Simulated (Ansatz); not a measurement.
`[SiH3][SeH]` + `O[SiH](F)[SiH3]` → `F[SiH]([SiH3])O[SiH3]` + H₂Se at 298.15 K and 1 bar (ligand exchange at the Si–Se bond).

Isolated molecules relaxed with PBE0-D4/def2-TZVP in Ansatz; ΔE leaves out vibrations. CCSD(T)/CBS adds triple-zeta CCSD(T) − MP2 to the extrapolated MP2 energy (def2 sets, frozen cores). For Se outer-core shells are correlated without core-valence functions, which leaves a few kJ/mol of doubt a bond. Scalar relativity is left out up to krypton. One conformer a species, not always the lowest.

| species | CCSD(T)/CBS energy (Eh) | H − E (kJ/mol) | S (J/(mol·K)) |
| --- | --- | --- | --- |
| `[SiH3][SeH]` | -2692.20088 | 99.8 | 286.6 |
| `O[SiH](F)[SiH3]` | -756.23815 | 153.8 | 340.1 |
| `F[SiH]([SiH3])O[SiH3]` | -1046.55730 | 202.4 | 411.2 |
| H₂Se | -2401.89790 | 45.8 | 219.1 |

H − E and S are ideal-gas, rigid-rotor, harmonic terms from PBE0-D4/def2-TZVP, for one conformer and one mirror image of each species. 1 Eh = 2625.50 kJ/mol, R = 8.31446 J/(mol·K).

Question: By hand: ΔE, ΔH, ΔS and ΔG.

Answer: ΔE = (-1046.55730) + (-2401.89790) − (-2692.20088) − (-756.23815) = -0.01617 Eh = -42.5 kJ/mol. Δ(H − E) = 202.4 + 45.8 − 99.8 − 153.8 = -5.4, so ΔH = -47.9 kJ/mol. ΔS = 411.2 + 219.1 − 286.6 − 340.1 = 3.6 J/(mol·K). ΔG = -47.9 − 298.15 × (3.6)/1000 = -49.0 kJ/mol.

Question: By hand: the equilibrium constant, and the temperature at which ΔG would vanish if ΔH and ΔS stayed fixed.

Answer: log₁₀ K = −ΔG/(RT ln 10) = 8.6. ΔH and −TΔS have one sign here, so there is no such temperature. One of them is within its doubt of zero, so this could turn.

The number of gas molecules stays the same, so ΔS is small and ΔH decides. A doubt of 5 kJ/mol in ΔE shifts log₁₀ K by 0.9 here. Other conformers and mirror images would add mixing entropy, several J/(mol·K) or more a flexible species. Modes under 60 cm⁻¹, often nearly free rotors, make the harmonic entropy too high. These are equilibria of isolated gas molecules and say nothing of rates. Largest T1 diagnostic: 0.013 (customary marks: 0.02 for closed shells, 0.045 for open ones).
